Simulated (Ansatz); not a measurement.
Z-matrix (Å, degrees):
```
C
Y 1 2.378
H 1 1.100 2 111.1
H 1 1.098 2 113.5 3 118.6
H 1 1.098 2 113.7 3 -119.0
O 2 2.021 1 115.7 3 85.4
O 2 2.021 1 115.6 3 -76.4
H 6 0.952 2 171.8 1 -142.3
H 7 0.952 2 171.9 1 142.2
```

Charge 0, multiplicity 1. Y takes the def2 core potential.

(1) List the CAM-B3LYP/def2-TZVPP orbital energies in eV (Ansatz 0.2.0). (Best estimate.)

Results:

(1) The calculation gave: Occupied: -521.35, -521.35, -276.77, -52.77, -31.66, -31.10, -30.92, -27.34, -26.76, -19.23, -14.60, -13.80, -11.35, -11.32, -10.28, -10.11, -9.97, -9.97, -7.61. Lowest empty: -0.82, 0.73, 1.02, 1.08, 1.27, 1.53, 1.97, 2.56.
